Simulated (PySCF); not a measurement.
C$_{7}$H$_{8}$, charge -1, doublet, geometry from GFN2-xTB (a state made from the parent by changing its charge; the spin is typed, not shown lowest) (in this run its highest filled SCF level lies above zero, so its values depend strongly on the basis, on diffuse functions most of all), atoms displaced at random by about 0.03 Å a coordinate; DF-PBE0/STO-3G, gradient (PySCF).

Input for PySCF:
```python
from pyscf import gto, scf, dft

mol = gto.M(
    atom='''
C    -2.412980   -0.079842    0.045323
C    -0.831709    0.017762    0.004003
C    -0.179178   -1.221456    0.219608
C     1.261891   -1.155270    0.167401
C     1.908129    0.042243   -0.015145
C     1.218070    1.280108   -0.218473
C    -0.254116    1.186314   -0.122168
H    -2.853635    0.845837    0.303338
H    -2.749867   -0.892929    0.717487
H    -2.810613   -0.382713   -0.973579
H    -0.684181   -2.164082    0.358811
H     1.864497   -2.084468    0.291163
H     3.014319    0.134663   -0.030263
H     1.685433    2.237550   -0.263610
H    -0.845685    2.076756   -0.279962
''',
    basis='sto-3g',
    charge=-1,
    spin=1,
    verbose=4,
)

mf = dft.UKS(mol)
mf.xc = 'pbe0'
mf = mf.density_fit(auxbasis='def2-universal-jkfit')
mf.kernel()
g = mf.nuc_grad_method()
g.auxbasis_response = False
grad = g.kernel()
```

What the program printed (banner, timings and long lists left out):

```
PySCF version 2.14.0

[INPUT] verbose = 4
[INPUT] num. atoms = 15
[INPUT] num. electrons = 51
[INPUT] charge = -1
[INPUT] spin (= nelec alpha-beta = 2S) = 1
[INPUT] symmetry False subgroup None
[INPUT] Mole.unit = angstrom
[INPUT] Symbol           X                Y                Z      unit          X                Y                Z       unit  Magmom
[INPUT]  1 C     -2.412980000000  -0.079842000000   0.045323000000 AA   -4.559871344053  -0.150879513238   0.085648057144 Bohr   0.0
[INPUT]  2 C     -0.831709000000   0.017762000000   0.004003000000 AA   -1.571702225336   0.033565315425   0.007564573677 Bohr   0.0
[INPUT]  3 C     -0.179178000000  -1.221456000000   0.219608000000 AA   -0.338597347547  -2.308217313207   0.414998974763 Bohr   0.0
[INPUT]  4 C      1.261891000000  -1.155270000000   0.167401000000 AA    2.384628389054  -2.183143899926   0.316342042978 Bohr   0.0
[INPUT]  5 C      1.908129000000   0.042243000000  -0.015145000000 AA    3.605841220340   0.079827700680  -0.028619902157 Bohr   0.0
[INPUT]  6 C      1.218070000000   1.280108000000  -0.218473000000 AA    2.301818700549   2.419053529865  -0.412854135612 Bohr   0.0
[INPUT]  7 C     -0.254116000000   1.186314000000  -0.122168000000 AA   -0.480209643870   2.241808557737  -0.230864061186 Bohr   0.0
[INPUT]  8 H     -2.853635000000   0.845837000000   0.303338000000 AA   -5.392588609473   1.598400276024   0.573225743173 Bohr   0.0
[INPUT]  9 H     -2.749867000000  -0.892929000000   0.717487000000 AA   -5.196495508979  -1.687391258682   1.355853927936 Bohr   0.0
[INPUT] 10 H     -2.810613000000  -0.382713000000  -0.973579000000 AA   -5.311288812142  -0.723222754311  -1.839797670628 Bohr   0.0
[INPUT] 11 H     -0.684181000000  -2.164082000000   0.358811000000 AA   -1.292914709631  -4.089522291101   0.678054520481 Bohr   0.0
[INPUT] 12 H      1.864497000000  -2.084468000000   0.291163000000 AA    3.523388690073  -3.939073635420   0.550218327607 Bohr   0.0
[INPUT] 13 H      3.014319000000   0.134663000000  -0.030263000000 AA    5.696237362073   0.254476189112  -0.057188781708 Bohr   0.0
[INPUT] 14 H      1.685433000000   2.237550000000  -0.263610000000 AA    3.185006771304   4.228356690021  -0.498150703697 Bohr   0.0
[INPUT] 15 H     -0.845685000000   2.076756000000  -0.279962000000 AA   -1.598113037653   3.924500067547  -0.529051505285 Bohr   0.0

nuclear repulsion = 266.690957198166
number of shells = 29
number of NR pGTOs = 129
number of NR cGTOs = 43
basis = sto-3g
ecp = {}

******** <class 'pyscf.df.df_jk.DFUKS'> ********
method = DFUKS
initial guess = minao
damping factor = 0
level_shift factor = 0
DIIS = <class 'pyscf.scf.diis.CDIIS'>
diis_start_cycle = 1
diis_space = 8
diis_damp = 0
SCF conv_tol = 1e-09
SCF conv_tol_grad = None
SCF max_cycles = 50
direct_scf = False
number electrons alpha = 26  beta = 25
XC library pyscf.dft.libxc version 7.1.2
    S. Lehtola, C. Steigemann, M. J. T. Oliveira, and M. A. L. Marques,  SoftwareX 7, 1–5 (2018)
XC functionals = pbe0
    C. Adamo and V. Barone,  J. Chem. Phys. 110, 6158 (1999)
    M. Ernzerhof and G. E. Scuseria,  J. Chem. Phys. 110, 5029 (1999)
radial grids:
    Treutler-Ahlrichs [JCP 102, 346 (1995); DOI:10.1063/1.469408] (M4) radial grids

becke partition: Becke, JCP 88, 2547 (1988); DOI:10.1063/1.454033
pruning grids: <function nwchem_prune>
grids dens level: 3
symmetrized grids: False
atomic radii adjust function: <function treutler_atomic_radii_adjust>
small_rho_cutoff = 0
Set gradient conv threshold to 3.16228e-05
tot grids = 177296
******** <class 'pyscf.df.df.DF'> ********
auxbasis = def2-universal-jkfit
init E= -268.922068634402

cycle= 1 E= -267.711829057201  delta_E= 1.21  |g|= 0.284  |ddm|=  3.8
cycle= 2 E= -267.754449447362  delta_E= -0.0426  |g|= 0.165  |ddm|= 0.712
cycle= 3 E= -267.773693123448  delta_E= -0.0192  |g|= 0.0275  |ddm|= 0.27
cycle= 4 E= -267.774175598814  delta_E= -0.000482  |g|= 0.0138  |ddm|= 0.0542
cycle= 5 E= -267.774320025458  delta_E= -0.000144  |g|= 0.00626  |ddm|= 0.0296
cycle= 6 E= -267.774350561263  delta_E= -3.05e-05  |g|= 0.00244  |ddm|= 0.0134
cycle= 7 E= -267.774358888857  delta_E= -8.33e-06  |g|= 0.00091  |ddm|= 0.00947
cycle= 8 E= -267.774359617106  delta_E= -7.28e-07  |g|= 0.000241  |ddm|= 0.00164
cycle= 9 E= -267.77435997256  delta_E= -3.55e-07  |g|= 0.000224  |ddm|= 0.00233
cycle= 10 E= -267.774360158032  delta_E= -1.85e-07  |g|= 0.000127  |ddm|= 0.00161
cycle= 11 E= -267.774360271867  delta_E= -1.14e-07  |g|= 6.71e-05  |ddm|= 0.00194
cycle= 12 E= -267.774360291029  delta_E= -1.92e-08  |g|= 2.43e-05  |ddm|= 0.000848
cycle= 13 E= -267.774360292776  delta_E= -1.75e-09  |g|= 1.26e-05  |ddm|= 0.000228
cycle= 14 E= -267.774360293049  delta_E= -2.73e-10  |g|= 8.16e-06  |ddm|= 5.5e-05
Extra cycle  E= -267.774360293068  delta_E= -1.86e-11  |g|= 1.05e-05  |ddm|= 2.97e-05
converged SCF energy = -267.774360293068  <S^2> = 0.76710734  2S+1 = 2.0170348

******** <class 'pyscf.df.grad.uks.Gradients'> for <class 'pyscf.df.df_jk.DFUKS'> ********
unit = Eh/Bohr
grid_response = False
--------------- DFUKS gradients ---------------
         x                y                z
0 C    -0.0282749489     0.0423923044     0.0375769706
1 C     0.0951190842     0.0721822189    -0.0219784220
2 C    -0.0276949113     0.0017813324     0.0049537590
3 C    -0.0158639788     0.0180877373    -0.0040738175
4 C    -0.0183137740    -0.0224865430     0.0039861612
5 C     0.0325108897     0.0237289484    -0.0063073082
6 C    -0.0612815008    -0.0655637188     0.0182823873
7 H     0.0175522681    -0.0300310651    -0.0115187319
8 H    -0.0028536312    -0.0100833667    -0.0017123814
9 H    -0.0077577989    -0.0094960329    -0.0191321702
10 H     0.0077219544     0.0035861380     0.0000172290
11 H     0.0074971864    -0.0111539634     0.0008519981
12 H     0.0075327990     0.0118479265    -0.0007782394
13 H    -0.0131625191    -0.0147866518     0.0002626593
14 H     0.0069795163    -0.0098255569    -0.0002939502
----------------------------------------------
```
